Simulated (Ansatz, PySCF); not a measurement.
Hf(Cl)2(OH) (Cl₂HHfO), SMILES [OH][Hf+]([Cl])[Cl], charge +1, multiplicity 1. Atoms are numbered in the order given.

```xyz
5

Hf    -0.2218     0.2352     0.0000
Cl     0.2970    -1.0024     1.8413
Cl     0.2970    -1.0024    -1.8413
O      0.8487     1.7420     0.0000
H      1.5675     2.3884     0.0000
```
Charge +1, spin multiplicity 1.

Coordinates come from a PBE0-D3(BJ)/def2-SVP optimisation. The multiplicity is an assumed one; other spin states were not compared. The isomer is the one that the SMILES or the coordinates give; other isomers of the formula were not compared. The def2 effective core potentials stand for the cores of Hf; spin–orbit coupling is left out. The values are those of a single conformer.

Two levels are set side by side: PBE-D3(BJ)/def2-SVP (Ansatz, a first-principles code) and PBE0-D3(BJ)/def2-SVP (Ansatz). Each level has its own optimised geometry; the coordinates shown are those of the second. Frequencies come from the Hessian of PySCF at each geometry. Differences are taken from unrounded values.

```csv
quantity,PBE0-D3(BJ)
mean bond length (Å),1.843
bond Hf1–Cl2 (Å),2.278
bond Hf1–Cl3 (Å),2.278
bond Hf1–O4 (Å),1.848
bond O4–H5 (Å),0.967
highest harmonic wavenumber (cm⁻¹),3882
mean harmonic wavenumber (cm⁻¹),766
zero-point energy (kcal/mol),9.85
```

Question: What does PBE-D3(BJ) give, and how far is it from PBE0-D3(BJ)? (An estimate is asked for; the answer gives what the named calculation found.)

Answer: 
```json
[
 {"quantity": "mean bond length (Å)", "PBE-D3(BJ)": "1.854", "PBE-D3(BJ) minus PBE0-D3(BJ)": "0.011"},
 {"quantity": "bond Hf1–Cl2 (Å)", "PBE-D3(BJ)": "2.289", "PBE-D3(BJ) minus PBE0-D3(BJ)": "0.011"},
 {"quantity": "bond Hf1–Cl3 (Å)", "PBE-D3(BJ)": "2.289", "PBE-D3(BJ) minus PBE0-D3(BJ)": "0.011"},
 {"quantity": "bond Hf1–O4 (Å)", "PBE-D3(BJ)": "1.861", "PBE-D3(BJ) minus PBE0-D3(BJ)": "0.013"},
 {"quantity": "bond O4–H5 (Å)", "PBE-D3(BJ)": "0.977", "PBE-D3(BJ) minus PBE0-D3(BJ)": "0.010"},
 {"quantity": "highest harmonic wavenumber (cm⁻¹)", "PBE-D3(BJ)": "3740", "PBE-D3(BJ) minus PBE0-D3(BJ)": "-142"},
 {"quantity": "mean harmonic wavenumber (cm⁻¹)", "PBE-D3(BJ)": "737", "PBE-D3(BJ) minus PBE0-D3(BJ)": "-29"},
 {"quantity": "zero-point energy (kcal/mol)", "PBE-D3(BJ)": "9.48", "PBE-D3(BJ) minus PBE0-D3(BJ)": "-0.38"}
]
```

Exact exchange shortens and stiffens bonds; PBE has none. Differences between two approximate levels are no errors against the true value.
